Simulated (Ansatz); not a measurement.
Consider the ligand exchange at the Si–O bond: `C[SiH2]OCO` + `[NH2][ZnH]` → `C[SiH2][NH][ZnH]` + `OCO`.

Calculated with Ansatz (gas phase, PBE0-D4/def2-TZVP geometries, no zero-point term in ΔE). CCSD(T)/CBS is the MP2 limit (def2-TZVPP, def2-QZVPP) plus CCSD(T) − MP2 in def2-TZVPP, frozen cores. This one scheme is used for every species. Functionals use def2-TZVPP. B3LYP here is the variant with VWN-RPA as its local correlation; programs differ in this. For Zn outer-core shells are correlated without core-valence functions, which leaves a few kJ/mol of doubt a bond. Scalar relativity is left out up to krypton. One conformer a species, not always the lowest.

```csv
level,ΔE (kJ/mol)
PBE-D4,20.4
PBE0-D4,19.3
B2PLYP,25.9
r2SCAN,23.9
B3LYP,27.7
CCSD/def2-TZVPP,22.2
CCSD(T)/def2-TZVPP,21.2
MP2/def2-QZVPP,22.2
```

What does CCSD(T)/CBS give? (Estimate.)

Ansatz gave: +22.1 kJ/mol. The listed levels differ from it by -1.7, -2.8, 3.8, 1.8, 5.6, 0.1, -0.9, 0.1 kJ/mol.

Largest T1 diagnostic among the species: 0.016.

In def2-TZVPP, CCSD(T) changes the Hartree–Fock value by −6.4 kJ/mol (the triples alone add −1.0 kJ/mol) and MP2 by −6.1 kJ/mol.
